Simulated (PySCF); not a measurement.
C2H8BNO2, SMILES COCB(N)O. Atoms are numbered in the order given.

```xyz
14

C     -0.0955    -2.6079     0.0000
O      0.3696    -1.2894     0.0000
C     -0.6539    -0.3162     0.0000
B     -0.0279     1.1506     0.0000
N      1.3633     1.2907     0.0000
O     -0.8258     2.2728     0.0000
H     -0.7122    -2.8314    -0.8956
H     -0.7122    -2.8314     0.8956
H      0.7762    -3.2796     0.0000
H     -1.3183    -0.4464    -0.8855
H     -1.3183    -0.4464     0.8855
H      1.9544     0.4690     0.0000
H      1.8401     2.1830     0.0000
H     -1.7675     2.0724     0.0000
```
Charge 0, spin multiplicity 1.

Geometry: B3LYP-D3(BJ)/def2-SVP. This is a generated structure with no PubChem entry under its InChIKey; it may be hypothetical. Other conformers were not sampled.

Vertical ionisation energy (IE) and electron affinity (EA) in eV. Rows of orbital energies are one-electron estimates. Where ΔSCF, EOM or ADC give a negative EA the extra electron is unbound and the value depends on the basis.

```json
[
 {"level": "−ε(HOMO), −ε(LUMO), PBE0/def2-TZVP (PySCF)", "IE": "7.40", "EA": "-0.86"},
 {"level": "−ε(HOMO), −ε(LUMO), PBE/def2-TZVP (PySCF)", "IE": "5.81", "EA": "-0.05"}
]
```
